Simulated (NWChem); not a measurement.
Molecule: BaCl2; SMILES [Cl][Ba][Cl]

```xyz
3

Ba     0.0000     0.0000     0.4081
Cl     2.4226     0.0000    -0.9044
Cl    -2.4226     0.0000    -0.9044
```
Atoms are numbered in this order, from 1.

Results from NWChem. The geometry was optimised at PBE-D3(BJ)/def2-SVP. def2 effective core potentials on Ba; no spin-orbit coupling. Static field.

Task: Among these, which level gives the lowest value of “isotropic polarisability (bohr³)”?
A. Hartree-Fock/def2-TZVP
B. Hartree-Fock/def2-TZVPD
C. Hartree-Fock/def2-SVPD
D. Hartree-Fock/def2-SVP

Result: D, Hartree-Fock/def2-SVP. Values: Hartree-Fock/def2-SVP 44.9; Hartree-Fock/def2-TZVP 51.2; Hartree-Fock/def2-SVPD 59.4; Hartree-Fock/def2-TZVPD 60.1
